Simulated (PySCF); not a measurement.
SMILES C[Si](C#C[SiH2]C)(C)C (C6H14Si2) at its GFN2-xTB optimised geometry (Å):

```
22

Si    -0.4765    -0.6880     0.0000
C     -1.1364    -1.6410    -1.5040
C     -1.0693    -1.5438     1.5311
C     -1.4620    -2.1100     2.5275
Si    -2.0623    -2.9811     4.0584
C     -1.4089    -2.0388     5.5820
C     -1.3911    -4.7662     4.0384
C     -3.9695    -2.9855     4.0450
H     -0.9933     0.6880     0.0000
H      0.9933    -0.6880     0.0000
H     -0.7778    -2.6667    -1.5089
H     -2.2224    -1.6737    -1.5043
H     -0.8198    -1.1761    -2.4337
H     -0.3234    -2.0111     5.5901
H     -1.7620    -1.0120     5.5889
H     -1.7337    -2.5053     6.5079
H     -1.7376    -5.3061     3.1622
H     -0.3054    -4.7762     4.0204
H     -1.7112    -5.3217     4.9155
H     -4.3636    -1.9738     4.0281
H     -4.3722    -3.4811     4.9241
H     -4.3552    -3.5014     3.1708
```

Calculation: CAM-B3LYP/def2-SVP in PySCF. Cells within 0.4 Å of a nucleus heavier than hydrogen are left out (blank, or x).

Map of the HOMO−1 amplitude (bohr^(-3/2)) on the plane z = 0.0 Å; orbital energy -8.93 eV, overall sign arbitrary:

```
|555555555555555555555555555|
|555555555555555555555555555|
|555555555555555555555555555|
|555555555555555555555555555|
|555555555555555555555555555|
|555555555555555555555555555|
|555555555555555555555555555|
|555555566666555555544445555|
|555555667766655555444444455|
|555556678876655554444444445|
|555556679987655544444444445|
|555556678987655444444444444|
|555555677877654444444444444|
|555555667776554333334444444|
|555555566665543322233444444|
|4444455555xxx43211123444444|
|4444444554xxx42210023444444|
|4444444444xxx43211123444444|
|444444444455443322233444444|
|444444444555444333334444444|
|444444445555544444444444444|
|444444445555555444444444444|
|444444455555555544444444445|
|444444555555555554444444445|
|444445555555555555444444455|
|444455555555555555544445555|
|555555555555555555555555555|
```
Scale: ten equal steps from -0.101 (start of '0') to 0.099 (end of '9'), in the order '0123456789'; x runs from -3.00 to 3.00, y from -3.00 (bottom) to 3.00 (top).
